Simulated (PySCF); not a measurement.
How methods differ on the excitation energy of Cr

Cr [Ar] 3d5 4s1 (7S) → Cr [Ar] 3d5 4p1 (7P), as a difference of total energies. Calculation: PySCF 2.14, in aug-cc-pVDZ-DK (7s6p4d2f, 59 functions); scalar relativity by spin-free X2C-1e. Correlated levels: valence: [Ar] frozen. The calculations carry no spin-orbit coupling.

Order these methods by the excitation energy they give, lowest first.
A. UHF
B. LDA
C. PBE0
D. SCS-MP2 (valence)

A (21732 cm⁻¹), D (22331 cm⁻¹), C (24333 cm⁻¹), B (26542 cm⁻¹).

Errors of the correlated levels include the incompleteness of this basis and the frozen core.

For comparison: 23415 cm⁻¹ (measured; NIST levels, between the centres of gravity of the two terms).
